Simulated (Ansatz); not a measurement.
System: C$_{3}$H$_{9}$Si, charge -1, multiplicity 1. It need not be the lowest isomer of its formula. Whether it binds its extra electron was not tested at this geometry. 
Coordinates optimised at B3LYP-D3(BJ)/def2-TZVP (Ansatz, a program for electronic structure):
```xyz
13

Si     0.2347    -0.0847     0.2767
C      1.7154    -0.3015    -0.6640
C     -1.3305    -1.2071     0.0423
C     -0.5375     1.6561     0.0509
H      0.4751    -0.2551     1.7622
H      2.4186    -1.0903    -0.3990
H      1.7248    -0.0596    -1.7277
H     -1.0640    -2.2572     0.1976
H     -1.7141    -1.1176    -0.9808
H     -2.1456    -0.9555     0.7355
H     -0.7230     1.8380    -1.0137
H     -1.4914     1.7677     0.5780
H      0.1494     2.4305     0.3997
```
Charge -1, spin multiplicity 1.

Total electronic energies in hartree. Valence correlation only, unless marked. Spin-orbit coupling is left out. Non-relativistic. CBS(X,Y): correlation extrapolated as X^-3; Hartree-Fock from the larger set.

```csv
level,program,energy (Eh)
HF/aug-cc-pV(D+d)Z,Ansatz,-407.75063
HF/cc-pV(Q+d)Z,Ansatz,-407.80391
B3LYP-D4/def2-TZVPD,Ansatz + dftd4,-409.32497
PBE0-D3(BJ)/def2-TZVPD,Ansatz + dftd3,-409.00537
BHLYP-D3(BJ)/def2-TZVPD,Ansatz + dftd3,-409.20159
r2SCAN0/def2-TZVPD,Ansatz,-409.15505
CAM-B3LYP-D4/def2-TZVPD,Ansatz + dftd4,-409.21483
wB97X-V/def2-TZVPD,Ansatz,-409.19180
B2PLYP/def2-TZVPD,Ansatz,-409.02516
MP2/6-31G*,Ansatz,-408.17665
MP2/aug-cc-pV(D+d)Z,Ansatz,-408.34041
MP2/aug-cc-pV(T+d)Z,Ansatz,-408.49743
RI-MP2/cc-pV(Q+d)Z,Ansatz,-408.53403
SCS-MP2/6-31G*,Ansatz,-408.17941
SCS-MP2/cc-pV(T+d)Z,Ansatz,-408.48543
SCS-MP2/aug-cc-pV(Q+d)Z,Ansatz,-408.55992
CCSD/6-31G*,Ansatz,-408.23276
CCSD/aug-cc-pV(D+d)Z,Ansatz,-408.39972
"CCSD/CBS(aug-cc-pV(T+d)Z,aug-cc-pV(Q+d)Z)",Ansatz,-408.6043
CCSD(T)/6-31G*,Ansatz,-408.24838
CCSD(T)/aug-cc-pV(T+d)Z,Ansatz,-408.57801
CCSD(T)/cc-pV(T+d)Z,Ansatz,-408.55573
"CCSD(T)/CBS(aug-cc-pV(T+d)Z,aug-cc-pV(Q+d)Z)",Ansatz,-408.6399
```

Totals of different functionals don't rank their quality; only differences between species are comparable.
